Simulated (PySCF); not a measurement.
From one molecule to another.

First species: C₅H₁₃OPSi₂.
InChI=1S/C5H13OPSi2/c1-3-4-5-9(7,8)6-2/h1H,4-5,7H2,2,8H3/t9-/m0/s1

Second species: C5H13OPSi2.
Cartesian coordinates in Å at the GFN2-xTB level; atoms count from 1:
```xyz
22
C5H13OPSi2 angstrom
P      1.8551    0.8325   -1.9463
Si     2.3005   -0.0204    0.0851
C      1.0511    0.6600    1.3729
Si     0.0938   -1.0010    1.3471
O     -1.2430   -1.0306    0.4321
C     -2.2250   -0.0767    0.2373
C     -1.9636    1.0536   -0.7094
C     -2.9113   -0.0482   -1.0905
C      1.5041   -1.7510    0.3009
H      3.0620    0.4483   -2.5028
H      2.3382    2.0942   -1.6372
H      3.7151    0.0733    0.4858
H      0.4850    1.5366    1.0682
H      1.5078    0.8915    2.3298
H     -0.1939   -1.5658    2.6652
H     -2.8049    0.1234    1.1330
H     -2.3638    2.0279   -0.4748
H     -1.0009    1.0699   -1.1997
H     -2.5753   -0.7586   -1.8287
H     -3.9700    0.1573   -1.1200
H      1.2012   -2.2567   -0.6108
H      2.1275   -2.4403    0.8605
```

Levels: PBE0/pcSseg-1 for dipole moment, HOMO energy, LUMO energy and HOMO–LUMO gap; GFN2-xTB for rotational constant A and rotational constant C. Geometries: GFN2-xTB. Each species is one conformer at its optimised geometry, gas phase, non-relativistic unless stated; the electronic structure was computed with PySCF and density fitting.

Dipoles, sizes and rotational constants follow the conformer. The torsions of the flexible species, by atom-mapped SMILES:
- `[CH:1]#[C:2][CH2:3][CH2:4][Si@@:5]([SiH3:6])([PH2:7])[O:8][CH3:9]`: C2–C3–C4–Si5 175°, C3–C4–Si5–Si6 56°, C4–Si5–O8–C9 -72°, H–P7–Si5–C4 -77°, H–P7–Si5–C4 -169°
- `[PH2:1][Si@H:2]1[CH2:3][Si@@H:4]([O:5][CH:6]2[CH2:7][CH2:8]2)[CH2:9]1`: C3–Si4–O5–C6 -40°, Si4–O5–C6–C7 80°, H–P1–Si2–C3 166°, H–P1–Si2–C3 73°

Values for the first species:

```
Dipole moment         : 0.70 D
HOMO energy           : -7.28 eV
LUMO energy           : -0.28 eV
HOMO–LUMO gap         : 7.00 eV
Rotational constant A : 1.077 GHz
Rotational constant C : 0.495 GHz
```

(1) Estimate the same properties for the second species, and the change in each.

Results:

(1) 
```csv
property,first,second,second less first
dipole moment,0.70 D,1.25 D,+0.55 D
HOMO energy,-7.28 eV,-7.31 eV,-0.03 eV
LUMO energy,-0.28 eV,0.18 eV,+0.46 eV
HOMO–LUMO gap,7.00 eV,7.49 eV,+0.49 eV
rotational constant A,1.077 GHz,1.302 GHz,+0.225 GHz
rotational constant C,0.495 GHz,0.560 GHz,+0.065 GHz
```

On the first: The dipole matches unit charges of opposite sign 0.14 Å apart (1 e·Å = 4.8032 D).

On the second: The dipole equals about 4.2 × 10⁻³⁰ C·m (1 D = 3.33564 × 10⁻³⁰ C·m). A dipole of 1.25 D is allowed in C1, and pure rotational transitions are dipole-allowed.
